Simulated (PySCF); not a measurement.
Point groups of optimised structures. Level of theory: PBE0-D3(BJ)/def2-SVP geometry optimisation, gas phase, def2 core potentials past Kr (PySCF 2.14.0). The symmetry is that of the one conformer found, every atom within 0.08 Å of its image; none is proved a minimum here. Atoms past krypton carry def2 core potentials. The geometries of the anions come from a basis without diffuse functions.

(1) InH2(OMe) (`[H][In]([H])[O]C`): symmetry, top, dipole?

(2) Point group, rotor type and polarity of `[O:1]=[C:2]=[CH:3]/[CH:4]=[CH:5]/[F:6]` with C2–C3–C4–C5 180°?

(3) `[CH3:1]/[C:2]([Br:3])=[C:4](/[CH3:5])[Se:6]/[C:7]([CH3:8])=[C:9](\[CH3:10])[Br:11]` with C2–C4–Se6–C7 -127°, C4–Se6–C7–C8 56°, H–C1–C2–Br3 -50° (nearest H), H–C5–C4–C2 16° (nearest H), H–C8–C7–Se6 -47° (nearest H): symmetry, top, dipole?

(4) `[O:1]=[C:2]1[CH2:3][CH:4]=[C:5]1[F:6]`: symmetry, top, dipole?

(5) What symmetry has `[CH2:1]=[CH:2][O:3][Si@H:4]([PH2:5])[Br:6]` with C1–C2–O3–Si4 -13°, C2–O3–Si4–P5 -172°, O3–Si4–P5–H 43° and -51°?

(6) Point group, rotor type and polarity of `[F:1][c:2]1[cH:3][cH:4][cH:5][cH:6][c:7]1[I:8]`?

(7) Point group, rotor type and polarity of [VF4]2-, `[F][V-2]([F])([F])[F]` [quartet]?

Results:

(1) Cs; near-prolate asymmetric top; symmetry number 1; 2 operations, which sort the 8 atoms into 7 sets; dipole 1.70 D, in the ab plane, which is the mirror; A, B, C = 35166, 3036, 2845 MHz.

(2) Cs; near-prolate asymmetric top; symmetry number 1; 2 operations, which sort the 9 atoms into 9 sets; dipole 1.36 D, in the ab plane, which is the mirror; A, B, C = 27857, 1296, 1238 MHz; heavy atoms equivalent by symmetry: none.

(3) C2; near-prolate asymmetric top; symmetry number 2; 2 operations, which sort the 23 atoms into 12 sets; this conformer is chiral (no improper operation); dipole 0.61 D, along b, the twofold axis; heavy atoms equivalent by symmetry: C1/C10, C2/C9, Br3/Br11, C4/C7, C5/C8.

(4) Cs; asymmetric top; symmetry number 1; 2 operations, which sort the 9 atoms into 8 sets; dipole 3.17 D, in the ab plane, which is the mirror; A, B, C = 5688, 3911, 2353 MHz; heavy atoms equivalent by symmetry: none.

(5) C1; asymmetric top; symmetry number 1; this conformer is chiral (no improper operation); dipole 1.53 D; A, B, C = 1426, 1252, 702.3 MHz.

(6) Cs; asymmetric top; symmetry number 1; 2 operations, which sort the 12 atoms into 12 sets; dipole 2.12 D, in the ab plane, which is the mirror; heavy atoms equivalent by symmetry: none.

(7) D2d; prolate symmetric top; symmetry number 4; 8 operations, which sort the 5 atoms into 2 sets; dipole about the centre of mass forbidden by symmetry (computed 0.02 D); A, B, C = 3678, 2377, 2365 MHz.

For an open-shell metal species like this, the optimisation's SCF solution wasn't tested for stability and no frequencies at its level were run, so a lower state or another shape may exist.
